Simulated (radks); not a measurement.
Spherical quantum dot in the effective-mass picture: electrons in a hard-walled sphere of radius 6.82, all in effective atomic units (hartree* = m*/eps^2 hartree, bohr* = eps/m* bohr), one dielectric constant everywhere. Calculated with a radial shooting solver with Libxc functionals: non-relativistic Kohn-Sham, LDA (Slater exchange, Perdew-Wang correlation), spin-polarised, spherical densities. Levels are named by radial order and angular momentum (1s, 1p, 1d, 2s, ...), and open shells are averaged over m. Results are scaled to m* = 0.544 and eps = 15.8, for which hartree* = 59.3 meV and bohr* = 1.537 nm. Each electron was tried in the lowest free levels, single moves between levels near the top were tried too, and the lowest total energy was kept; such a search can miss a lower state. At N = 1 the Hartree and exchange-correlation terms need not cancel, so that row can carry a self-interaction error.

N,open shells,2S,E (meV),mu = E(N) - E(N-1) (meV),addition energy mu(N+1) - mu(N) (meV),e(HOMO) (meV),rms radius (nm)
1,"1s(up 1, down 0)",1,6.42854,6.4285,12.73,11.680,5.668
2,none,0,25.5901,19.162,15.78,24.505,6.065
3,"1p(up 1, down 0)",1,60.5274,34.937,10.44,40.108,6.474
4,"1p(up 2, down 0)",2,105.904,45.377,10.61,50.670,6.710
5,"1p(up 3, down 0)",3,161.892,55.988,12.94,61.311,6.877
6,"1p(up 3, down 1)",2,230.816,68.923,10.23,74.006,7.010
7,"1p(up 3, down 2)",1,309.966,79.150,10.35,84.313,7.117
8,none,0,399.464,89.498,16.39,94.691,7.208
9,"1d(up 1, down 0)",1,505.351,105.89,10.16,110.96,7.307
10,"1d(up 2, down 0)",2,621.394,116.04,10.18,121.13,7.390
11,"1d(up 3, down 0)",3,747.621,126.23,10.20,131.32,7.461
12,"1d(up 4, down 0)",4,884.044,136.42,10.20,141.52,7.524
13,"1d(up 5, down 0)",5,1030.67,146.62,12.52,151.72,7.580
14,"1d(up 5, down 1)",4,1189.81,159.14,10.00,164.13,7.631
15,"1d(up 5, down 2)",3,1358.95,169.14,10.03,174.15,7.677
16,"1d(up 5, down 3)",2,1538.12,179.17,10.05,184.19,7.719
17,"1d(up 5, down 4)",1,1727.34,189.22,10.05,194.24,7.758
18,none,0,1926.61,199.27,17.40,204.30,7.794
19,"1f(up 1, down 0)",1,2143.28,216.67,9.942,221.64,7.833
20,"1f(up 2, down 0)",2,2369.89,226.61,9.947,231.59,7.869
21,"1f(up 3, down 0)",3,2606.45,236.56,9.950,241.54,7.902
22,"1f(up 4, down 0)",4,2852.96,246.51,9.951,251.49,7.934
23,"1f(up 5, down 0)",5,3109.42,256.46,9.950,261.44,7.963
24,"1f(up 6, down 0)",6,3375.83,266.41,9.947,271.38,7.990
25,"1f(up 7, down 0)",7,3652.19,276.36,12.24,281.33,8.016
26,"1f(up 7, down 1)",6,3940.79,288.60,9.837,293.51,8.040
27,"1f(up 7, down 2)",5,4239.22,298.43,9.845,303.36,8.064
28,"1f(up 7, down 3)",4,4547.50,308.28,9.851,313.20,8.086
29,"1f(up 7, down 4)",3,4865.64,318.13,9.854,323.06,8.107
30,"1f(up 7, down 5)",2,5193.62,327.98,-,332.91,8.127

All shells are closed at N = 2, 8, 18 (there: 1s2 1p6 1d10); the second difference of the energy has clear peaks (12 % above both neighbours; the first and last values, which can be the largest, are not judged, and half-filled shells can peak too) at N = 2, 5, 8, 13, 18, 25.
